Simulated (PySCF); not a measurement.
Isomers of C8H6F2, one GFN2-xTB conformer each. Single-point energies are computed at PBE0/pcSseg-1 (PySCF, gas phase, no added dispersion term), electronic only.

| SMILES | GFN2-xTB relative energy (kcal/mol) |
| --- | --- |
| F/C=C/c1ccc(F)cc1 | 0.0 |
| FC(F)C1c2ccccc21 | 38.9 |

Conformers: `[F:1]/[CH:2]=[CH:3]/[c:4]1[cH:5][cH:6][c:7]([F:8])[cH:9][cH:10]1` with C2–C3–C4–C5 180°; `[F:1][CH:2]([F:3])[CH:4]1[c:5]2[cH:6][cH:7][cH:8][cH:9][c:10]21` with F1–C2–C4–C5 -153°.

**Question.** What does PBE0/pcSseg-1 give for the same structures?

**Answer.** 
```
           SMILES  PBE0/pcSseg-1 E (Eh)  PBE0/pcSseg-1 (kcal/mol)  GFN2-xTB (kcal/mol)  point group
F/C=C/c1ccc(F)cc1            -507.50931                       0.0                  0.0           Cs
 FC(F)C1c2ccccc21            -507.44741                      38.8                 38.9           Cs
```

Both levels put the same isomer lowest. As drawn, the lower has a C=C bond outside aromatic rings, which the higher lacks; the higher has a three-membered ring and two fluorines on one carbon, which the lower lacks.

**Question.** Which frontier levels, dipoles and rotational constants go with these structures?

**Answer.** 
| SMILES | HOMO (eV, PBE0/pcSseg-1) | LUMO (eV) | dipole (D) | A, B, C (MHz) |
| --- | --- | --- | --- | --- |
| F/C=C/c1ccc(F)cc1 | -6.60 | -1.17 | 0.27 | 5082, 581.3, 521.6 |
| FC(F)C1c2ccccc21 | -7.36 | -0.79 | 2.77 | 3324, 810.3, 682.3 |
